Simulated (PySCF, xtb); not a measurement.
ClFH3NOSi, SMILES N[Si@@](O)(F)Cl.

GFN2-xTB run with xtb at its own geometry gives an orbital gap of 7.59 eV and a dipole moment of 3.28 D.

The structure is a stationary point at PBE0-D3(BJ)/def2-SVP. The structure was generated by enumeration; whether it is a known compound was not checked. The values are those of a single conformer.

### Question
What does PBE/def2-TZVP (PySCF) give? (The exact figures need the calculation; the answer reports its results.)

### Answer
gap 6.21 eV (levels -6.77 and -0.56 eV), dipole 3.09 D.
